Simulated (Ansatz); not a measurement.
C$_{3}$F$_{3}$ (SMILES [C]#CC(F)(F)F), doublet, at a GFN2-xTB geometry. Base run: SVWN5/def2-SVP (Ansatz, a program for electronic structure).

Geometry (Å):
```xyz
6

C      2.4042     0.0202     0.0848
C      1.2120     0.0102     0.0428
C     -0.2620    -0.0022    -0.0092
F     -0.7098    -0.9770    -0.8022
F     -0.7871    -0.1935     1.2021
F     -0.7392     1.1517    -0.4788
```
Charge 0, spin multiplicity 2.
Orbitals are unrestricted.
All else is at Ansatz's defaults.
Base energy -410.41231 Eh.

Each row names what was changed in the base input (with any setting that the change needs).

```tsv
change	ΔE vs base (µEh)
base	0.0
final_grid = 4, 8, 17	-125
accuracy = high	2.5
lower_state_search = light	0.0
point_charge = charge:1.0 position_ang:-2.2061, 4.5269, 1.0261	-3535
point_charge = charge:-1.0 position_ang:0.9423, 4.1842, 3.0358	-1034
nuclear_model = gaussian	73.0
lower_state_search = off	0.0
final_grid = 6, 12, 29	3.0
fitting.mean_field = cc-pVTZ-JKFIT	-182
lower_state_search = full	0.0
```
